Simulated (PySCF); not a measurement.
BH6P3, SMILES PB(P)P.

Geometry optimised at PBE-D3(BJ)/def2-SVP. One conformer was computed; it need not be the lowest.

Two levels are set side by side: PBE/def2-TZVP (PySCF) and PBE0/def2-TZVP (PySCF). Same geometry, gas phase. Differences are taken from unrounded values.

| quantity | PBE0 | PBE | PBE minus PBE0 |
|---|---|---|---|
| orbital gap (eV) | 5.34 | 3.47 | -1.86 |
| highest occupied level (eV) | -7.26 | -6.19 | 1.07 |
| lowest empty level (eV) | -1.92 | -2.71 | -0.79 |
| dipole moment (D) | 0.62 | 0.58 | -0.04 |
| mean polarisability (bohr³) | 98.5 | 101.9 | 3.4 |

Without exact exchange PBE keeps part of each electron's self-repulsion, which lifts occupied levels and narrows the gap. Loosely held outer electrons make PBE densities more polarisable. Differences between two approximate levels are no errors against the true value.

Rough cost on one machine, each run with all the roots and properties that it gave: PBE0 against PBE within a factor of 2.
